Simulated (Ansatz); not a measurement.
```yaml
crystal:
  periodic: [false, false, false]
  atoms:
    - {symbol: Br, position_ang: [-1.501817, 0.519248, 1.770709]}
    - {symbol: Sn, position_ang: [0.136059, 0.118925, -0.012346]}
    - {symbol: Br, position_ang: [1.188982, -2.060141, 0.394299]}
    - {symbol: Br, position_ang: [-1.072494, -0.003785, -2.144656]}
    - {symbol: H, position_ang: [1.299170, 1.352153, -0.049406]}
basis:
  gaussian: {orbitals: ANO-RCC-VTZP}
magnetization: {spin_polarized: true, initial_magnetization: 1}
hamiltonian: {xc: {name: B3LYP5}}
output: {forces: true}
```

```sh
$ ansatz run in.yaml --threads 4 --pin off --events-out ev --progress --plain --max-ram 10444MiB
```

(1) How does Ansatz answer? (Estimate.)

Results:

(1) Computed: The program refused the input.
```
Error: a molecule whose nuclei and cores have a total charge of 156 cannot have a net charge of 0 together with 1 unpaired electrons
```

B3LYP here is the variant with VWN-RPA as its local correlation; programs differ in this.
